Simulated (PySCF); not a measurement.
# Electron correlation in O²⁺ (oxygen, charge +2)

[He] 2s2 2p2, high-spin 3P determinant. Calculation: PySCF 2.14, in aug-cc-pVDZ-DK; scalar relativity by spin-free X2C-1e. Frozen: 1s2; 4 electrons correlated.

MP2 pair energies summed by pair of shells (mhartree):

| pair | energy | share (%) |
| --- | --- | --- |
| 2s-2p | -32.69 | 58.0 |
| 2s-2s | -18.88 | 33.5 |
| 2p-2p | -4.75 | 8.4 |

Total MP2 correlation energy: -56.32 mhartree.

Same-spin part -7.94 and opposite-spin part -48.38 mhartree; SCS-MP2 scales them by 1/3 and 6/5 to -60.70 mhartree.

```
  level  correlation energy (mhartree)
   CCSD                         -78.97
    (T)                          -0.66
CCSD(T)                         -79.63
```

Diagnostics: T1 = 0.0047, D1 = 0.0094, largest double amplitude 0.124.

Question: Is a single reference adequate?

Answer: Mostly. T1 lies below 0.03, but a double amplitude of this size points to a near-degeneracy that CCSD handles and MP2 describes poorly.
